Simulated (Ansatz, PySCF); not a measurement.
Species: aminoborane, sum formula BNH4, net charge 0, singlet state. SMILES: BN
Geometry from a B3LYP-D3(BJ)/def2-TZVP (Ansatz, a first-principles code) optimisation:
```xyz
6

B     -0.7766     0.0323    -0.0041
N      0.6098    -0.0254     0.0032
H     -1.3984    -0.9854    -0.0254
H     -1.3119     1.0982     0.0110
H      1.1972     0.7922     0.0209
H      1.1274    -0.8889    -0.0085
```
Charge 0, spin multiplicity 1.

Quantity: vertical ionisation energy (to the doublet state of charge +1; each state is the SCF solution reached for its spin), in eV. Correlated levels leave the core frozen unless marked. UHF or UKS for open shells. No spin-orbit coupling. Non-relativistic. Basis-set limits of correlation are two-point, X^-3; Hartree-Fock from the larger set. The bracket is a focal-point correction in the basis named.

| level | program | vertical ionisation energy (eV) |
|---|---|---|
| HF/def2-SVPD | Ansatz | 9.75 |
| PBE/def2-TZVPD | Ansatz | 11.24 |
| B3LYP/def2-TZVPD | Ansatz | 11.39 |
| wB97M-V/def2-TZVPD | Ansatz | 11.38 |
| B2PLYP/def2-TZVPD | Ansatz | 11.32 |
| MP2/aug-cc-pVDZ | Ansatz | 11.32 |
| MP2/def2-TZVPPD | Ansatz | 11.44 |
| RI-MP2/CBS(aug-cc-pVTZ,aug-cc-pVQZ) | Ansatz | 11.55 |
| SCS-MP2/aug-cc-pVDZ | Ansatz | 11.22 |
| SCS-MP2/def2-TZVPPD | Ansatz | 11.33 |
| CCSD/def2-SVPD | Ansatz | 11.18 |
| CCSD(T)/aug-cc-pVDZ | Ansatz | 11.22 |
| RI-MP2/CBS(def2-TZVPPD,def2-QZVPPD)+[CCSD(T)-MP2]/def2-SVPD | Ansatz | 11.45 |
| RI-MP2/CBS(def2-TZVPPD,def2-QZVPPD)+[CCSD(T)-MP2]/def2-TZVPPD | Ansatz | 11.43 |
| RI-MP2/CBS(aug-cc-pVTZ,aug-cc-pVQZ)+[CCSD(T)-MP2]/aug-cc-pVTZ | Ansatz | 11.44 |

For comparison, minus the highest occupied orbital energy (PySCF): 10.07 eV at M06-2X/def2-TZVPD, 7.89 eV at TPSSh/def2-TZVPD, 8.82 eV at PW6B95/def2-TZVPD.
